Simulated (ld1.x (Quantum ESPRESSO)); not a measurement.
**cobalt: variants of one TM semilocal potential**

Base potential:

ld1.x (Quantum ESPRESSO) 7.5 input, shortened:

```
&input
   title='Co', zed=27., rel=1, dft='PZ', iswitch=3,
   config='[Ar] 3d7 4s1 4p1 4f-2'
 /
 &inputp
   pseudotype=1, tm=.true., lloc=1,
   nlcc=.true., rcore=1.40
 /
4
4S  1  0   1.00   0.00  1.85  1.85  0.0
3D  3  2   7.00   0.00  1.40  1.40  0.0
4F  4  3  -2.00   0.15  3.55  3.55  0.0
4P  2  1   1.00   0.00  3.30  3.30  0.0
 &test
   configts(1)='3d7 4s1 4p1'
 /
```

Cutoffs, loose and tight: the cutoffs (Ry, on a coarse ladder) from which the occupation-weighted sum of valence levels, in a spherical-Bessel basis at the reference potential, stays within 10 and 1 mRy of its value at 400 Ry. They do not see the model core or the augmentation charge, which bear on the density cutoff. Test errors are all-electron minus pseudo excitation energies from the reference, over the configurations 3d7 4s2 4p0; 3d7 4s1 4p0; 3d7 4s0 4p0; 3d7 4s0 4p1; 3d8 4s1 4p0; 3d7 4s0 4p2; 3d6 4s0 4p0 (two spin-polarised tests are not counted in the largest error). A dash means not determined; rows that change the core or the reference have their own tests. The largest error is taken over the tests solved by every variant that gives reliable tests at all: 3d6 4s0 4p0; 3d7 4s0 4p0; 3d7 4s0 4p1; 3d7 4s0 4p2; 3d7 4s1 4p0; 3d7 4s2 4p0.

In the semilocal form every listed channel keeps its own potential, so the choice of the local channel does not act on these tests. It acts once the file is put into the separable form.

A semilocal file is local in each channel, so a ghost entry of none says nothing of the separable form that plane-wave codes build from it.

| change | outcome | cutoff, loose | cutoff, tight | bound ghosts | largest test error (meV) |
| --- | --- | --- | --- | --- | --- |
| base | generated | 140 Ry | 200 Ry | none | -183 |
| wave 4s (bound): rc 1.85 bohr becomes 4s (bound): rc 2.50 bohr | generated | 140 Ry | 200 Ry | none | -203 |
| reference 3d7 4s1 4p0 | generated | 140 Ry | 200 Ry | none | -202 |
| wave 4f channel at 0.15 Ry: rc 3.55 bohr becomes 4f channel at 0.15 Ry: rc 3.38 bohr | generated | 140 Ry | 200 Ry | none | -183 |
| core correction a·sin(br)/r model core inside 0.98 bohr | generated | 140 Ry | 200 Ry | none | -200 |
| local potential the d channel | generated | 140 Ry | 200 Ry | none | -183 |
| wave 4p (bound): rc 3.30 bohr becomes 4p (bound): rc 4.16 bohr | generated | 140 Ry | 200 Ry | none | -219 |

Question: What comes out with this change to the base: form changed from semilocal to separable (Kleinman–Bylander), still TM; local potential all-electron potential smoothed inside 1.70 bohr (lloc = -1)?

Answer: outcome: generated; cutoff, loose: 140 Ry; cutoff, tight: 230 Ry; bound ghosts: none; largest test error (meV): -182.

Question: What comes out with this change to the base: all radii but the core radius scaled by about 1.25 (s 2.32, p 4.12, d 1.74, f 4.44 bohr)?

Answer: outcome: generated; cutoff, loose: 90 Ry; cutoff, tight: 160 Ry; bound ghosts: none; largest test error (meV): -267.

Question: What comes out with this change to the base: core [Ne], valence charge 17; reference 3s2 3p6 3d7 4s2 4p0; waves now 3s (bound): rc 0.90 bohr; 3d (bound): rc 1.30 bohr; 4f channel at 0.15 Ry: rc 1.35 bohr; 3p (bound): rc 0.75 bohr; core correction none?

Answer: outcome: generated; cutoff, loose: 180 Ry; cutoff, tight: over 300 Ry; bound ghosts: none; largest test error (meV): -1017.
